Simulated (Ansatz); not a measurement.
Species: diisocyanatosilane, C2H2N2O2Si, charge 0, multiplicity 1. 
Geometry from a B3LYP-D3(BJ)/def2-TZVP (Ansatz, a first-principles code) optimisation:
```xyz
9

O     -2.9947     1.1583     0.7579
C     -2.1687     0.3710     0.5183
N     -1.3396    -0.4577     0.2867
Si     0.0445    -1.3168    -0.2116
N      1.3637    -0.2557    -0.4014
C      2.1340     0.6565    -0.3532
O      2.9038     1.5318    -0.3256
H     -0.2313    -1.9517    -1.5085
H      0.3752    -2.3061     0.8242
```
Charge 0, spin multiplicity 1.

PBE beside other levels, property by property. Correlated levels leave the core frozen unless marked. Open shells are spin-unrestricted. Spin-orbit coupling is left out. Non-relativistic. CBS(X,Y): correlation extrapolated as X^-3; Hartree-Fock from the larger set. The bracket is a focal-point correction in the basis named. Atomisation energies are electronic, to ground-state atoms; the column to compare with has the core term from cc-pwCVTZ added, other frozen-core levels have none. Vertical energies are electronic, to the SCF solution reached for that spin. The coupled-cluster column (Ansatz) is a level with limits of its own: (a) RI-MP2/CBS(aug-cc-pV(T+d)Z,aug-cc-pV(Q+d)Z)+[CCSD(T)-MP2]/aug-cc-pV(T+d)Z; (b) CCSD(T)/CBS(aug-cc-pV(T+d)Z,aug-cc-pV(Q+d)Z).

```tsv
property	r2SCAN/def2-TZVPD (Ansatz)	PBE0/def2-TZVPD (Ansatz)	wB97X-V/def2-TZVPD (Ansatz)	coupled cluster
atomisation energy (kcal/mol)	1017.7	1014.5	1017.0	1011.3 (b)
vertical triplet-singlet gap (eV)	6.40	6.55	6.90	7.15 (a)
```

### Question
What does PBE/def2-TZVPD (Ansatz) give for each property, and on which side of coupled cluster does it fall?

### Answer

- atomisation energy: PBE lies 49.0 kcal/mol above coupled cluster; PBE gives 1060.3 kcal/mol.
- vertical triplet-singlet gap: PBE lies 1.10 eV below coupled cluster; PBE gives 6.05 eV.
